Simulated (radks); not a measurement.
Question: Neutral technetium: order these configurations by energy. Calculated with a radial shooting solver on a logarithmic mesh with Libxc functionals: Dirac Kohn-Sham, BLYP, spin-unpolarised, spherical densities, finite nucleus; Fermi nuclear charge, rms radius of each element as measured or else 0.836 A^(1/3) + 0.57 fm. Sub-shells are occupied by j as written (lower j first in brackets). [Kr] 4d(3/2: 4, 5/2: 0) 5s2 5p(1/2: 1, 3/2: 0); [Kr] 4d(3/2: 4, 5/2: 1) 5s1 5p(1/2: 1, 3/2: 0); [Kr] 4d(3/2: 4, 5/2: 1) 5s2; [Kr] 4d(3/2: 4, 5/2: 2) 5p(1/2: 1, 3/2: 0); [Kr] 4d(3/2: 4, 5/2: 2) 5s1; [Kr] 4d(3/2: 4, 5/2: 3).

Answer: From the lowest, in eV above it: [Kr] 4d(3/2: 4, 5/2: 2) 5s1 0.000; [Kr] 4d(3/2: 4, 5/2: 3) 0.458; [Kr] 4d(3/2: 4, 5/2: 1) 5s2 0.687; [Kr] 4d(3/2: 4, 5/2: 2) 5p(1/2: 1, 3/2: 0) 3.237; [Kr] 4d(3/2: 4, 5/2: 1) 5s1 5p(1/2: 1, 3/2: 0) 4.324; [Kr] 4d(3/2: 4, 5/2: 0) 5s2 5p(1/2: 1, 3/2: 0) 6.883.
